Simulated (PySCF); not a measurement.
# Correlation energy of Co⁻ (cobalt, charge -1)

[Ar] 3d8 4s2, high-spin 3F determinant. Computed with PySCF 2.14 in aug-cc-pVTZ (8s7p5d3f2g, 93 functions), with the non-relativistic Hamiltonian (point nucleus). Frozen: [Ar]; 10 electrons correlated.

| level | correlation energy (mhartree) |
| --- | --- |
| CCSD | -330.84 |
| (T) | -20.61 |
| CCSD(T) | -351.45 |

Diagnostics: T1 = 0.073, D1 = 0.2933, largest double amplitude 0.089.

T1 exceeds 0.03, a sign that the reference determinant is poor.

Cost of the coupled-cluster step: about 22 core-seconds, for 10 correlated electrons.

Iterations:

```
CC2 = 0
CCSD nocc = (np.int64(6), np.int64(4)), nmo = (84, 84)
frozen orbitals [[0, 1, 2, 3, 4, 5, 6, 7, 8], [0, 1, 2, 3, 4, 5, 6, 7, 8]]
max_cycle = 100
direct = 0
conv_tol = 1e-08
conv_tol_normt = 1e-06
diis_space = 8
diis_start_cycle = 0
Init t2, MP2 energy = -0.344976840391756
Init E_corr(UCCSD) = -0.344976840391803
cycle = 1  E_corr(UCCSD) = -0.307156569724455  dE = 0.0378202707  norm(t1,t2) = 0.174256
cycle = 2  E_corr(UCCSD) = -0.329004039492774  dE = -0.0218474698  norm(t1,t2) = 0.0882083
cycle = 3  E_corr(UCCSD) = -0.325646445907756  dE = 0.00335759359  norm(t1,t2) = 0.0696152
cycle = 4  E_corr(UCCSD) = -0.329344913192463  dE = -0.00369846728  norm(t1,t2) = 0.0380167
cycle = 5  E_corr(UCCSD) = -0.330877353601028  dE = -0.00153244041  norm(t1,t2) = 0.0137834
cycle = 6  E_corr(UCCSD) = -0.33090055477887  dE = -2.32011778e-05  norm(t1,t2) = 0.00539902
cycle = 7  E_corr(UCCSD) = -0.330843011509866  dE = 5.7543269e-05  norm(t1,t2) = 0.00329486
cycle = 8  E_corr(UCCSD) = -0.330828595876057  dE = 1.44156338e-05  norm(t1,t2) = 0.00120129
cycle = 9  E_corr(UCCSD) = -0.330826703402961  dE = 1.8924731e-06  norm(t1,t2) = 0.000795115
cycle = 10  E_corr(UCCSD) = -0.330835509548009  dE = -8.80614505e-06  norm(t1,t2) = 0.000451612
cycle = 11  E_corr(UCCSD) = -0.330835749154356  dE = -2.39606347e-07  norm(t1,t2) = 0.000298503
cycle = 12  E_corr(UCCSD) = -0.330842231143655  dE = -6.4819893e-06  norm(t1,t2) = 0.00020676
cycle = 13  E_corr(UCCSD) = -0.330845705925819  dE = -3.47478216e-06  norm(t1,t2) = 0.000127132
cycle = 14  E_corr(UCCSD) = -0.330846365744334  dE = -6.59818515e-07  norm(t1,t2) = 8.27637e-05
cycle = 15  E_corr(UCCSD) = -0.330845292737463  dE = 1.07300687e-06  norm(t1,t2) = 4.70913e-05
cycle = 16  E_corr(UCCSD) = -0.330844048531858  dE = 1.2442056e-06  norm(t1,t2) = 2.7404e-05
cycle = 17  E_corr(UCCSD) = -0.33084359032927  dE = 4.58202588e-07  norm(t1,t2) = 1.45866e-05
cycle = 18  E_corr(UCCSD) = -0.330843352051689  dE = 2.3827758e-07  norm(t1,t2) = 8.41337e-06
cycle = 19  E_corr(UCCSD) = -0.330843480427583  dE = -1.28375894e-07  norm(t1,t2) = 4.98418e-06
cycle = 20  E_corr(UCCSD) = -0.330843587071671  dE = -1.06644087e-07  norm(t1,t2) = 1.99463e-06
cycle = 21  E_corr(UCCSD) = -0.330843578021234  dE = 9.05043612e-09  norm(t1,t2) = 1.07371e-06
cycle = 22  E_corr(UCCSD) = -0.330843572328059  dE = 5.69317565e-09  norm(t1,t2) = 5.1593e-07
UCCSD converged
E(UCCSD) = -1381.691870729111  E_corr = -0.3308435723280588
UCCSD(T) correction = -0.0206054856722006
```
